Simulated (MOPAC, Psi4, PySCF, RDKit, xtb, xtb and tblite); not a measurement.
Two geometries of C3H8OSi, SMILES C(=O)(C[SiH3])C, relaxed at GFN2-xTB with one dihedral held; other torsions can differ between them too.

Structure A

```
13

C      1.5403     0.7505     0.5897
C      0.8610     0.0642    -0.5709
O      1.1630     0.2855    -1.7203
C     -0.1593    -0.9579    -0.1965
Si     0.4256    -2.6674    -0.8355
H      0.8059     1.3133     1.1629
H      2.3141     1.4249     0.2320
H      1.9802     0.0011     1.2448
H     -0.3534    -0.9626     0.8737
H     -1.0900    -0.7299    -0.7163
H     -0.6209    -3.6311    -0.4861
H      0.6300    -2.6094    -2.2761
H      1.6678    -3.0102    -0.1373
```

Structure B

```
13

C      1.5394     0.7293     0.6359
C      0.9177     0.0334    -0.5487
O      1.2921     0.2201    -1.6827
C     -0.1829    -0.9317    -0.2462
Si    -0.1413    -2.3138    -1.5685
H      0.7664     1.1719     1.2605
H      2.2348     1.4967     0.3055
H      2.0766    -0.0058     1.2334
H     -0.1222    -1.2938     0.7792
H     -1.1271    -0.3922    -0.3371
H     -1.0966    -3.3373    -1.1289
H     -0.5445    -1.7831    -2.8642
H      1.2092    -2.8709    -1.6000
```

Question: Which is lower in energy at the level Psi4 with DF-MP2 (frozen core)/cc-pVTZ // GFN2-xTB, and by how much?

Answer: A is lower, by 0.33 kcal/mol (dihedral O3–C2–C4–Si5: 60° in A, 30° in B).

E(B) − E(A) in kcal/mol at the other levels, on the same two geometries: GFN2-xTB (xtb and tblite) 0.82; MMFF94 // GFN2-xTB (RDKit) 1.41; PBE/def2-TZVP // GFN2-xTB (Psi4) 0.65; PBE-D3(BJ)/def2-TZVP // GFN2-xTB (Psi4) 0.70; HF/cc-pVTZ // GFN2-xTB (Psi4) 0.22; UFF // GFN2-xTB (RDKit) 2.65; PM6, restricted, heats of formation // GFN2-xTB (MOPAC) 2.19; AM1, restricted, heats of formation // GFN2-xTB (MOPAC) 0.58; GFN1-xTB // GFN2-xTB (xtb) -1.19; restricted B3LYP/6-31G*, spherical d // GFN2-xTB (PySCF) 0.09; restricted Hartree-Fock/LANL2DZ, with its core potentials past Ne // GFN2-xTB (PySCF) 0.26; restricted B3LYP/LANL2DZ, with its core potentials past Ne // GFN2-xTB (PySCF) 0.62; restricted Hartree-Fock/3-21G // GFN2-xTB (PySCF) -1.25.

MMFF94 has few fitted parameters for silicon.
